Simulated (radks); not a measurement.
Question: These are the eigenvalues of the occupied orbitals of an atom or ion with whole-number occupations (hartree). Calculated with a radial shooting solver on a logarithmic mesh with Libxc functionals: Dirac Kohn-Sham, PBE, spin-unpolarised, spherical densities, finite nucleus; Fermi nuclear charge, rms radius of each element as measured or else 0.836 A^(1/3) + 0.57 fm.

1s1/2: -2175.914
2s1/2: -367.1111
2p1/2: -349.9672
2p3/2: -313.9467
3s1/2: -82.69180
3p1/2: -75.13803
3p3/2: -67.53188
3d3/2: -54.63075
3d5/2: -52.96842
4s1/2: -16.48401
4p1/2: -13.44463
4p3/2: -11.72827
4d3/2: -6.72534
4d5/2: -6.41313
5s1/2: -2.20423
5p1/2: -1.38544
5p3/2: -1.17541
4f5/2: -0.38262
4f7/2: -0.33864
6s1/2: -0.33679

Which element is it, and in what charge state? The configuration may be excited. Open shells, if any, are shared by 2j + 1.

Answer: Z = 69, thulium, charge +1: Tm+ in [Xe] 4f13 6s1. The list shows which subshells hold electrons but not how many an open one holds; the 1s level, -2175.9 hartree, gives Z - s = 66.0 by -(Z - s)^2/2, which with screening and relativity narrows Z to a few neighbours, and the depths of the outer levels then fix element, charge and occupations together.
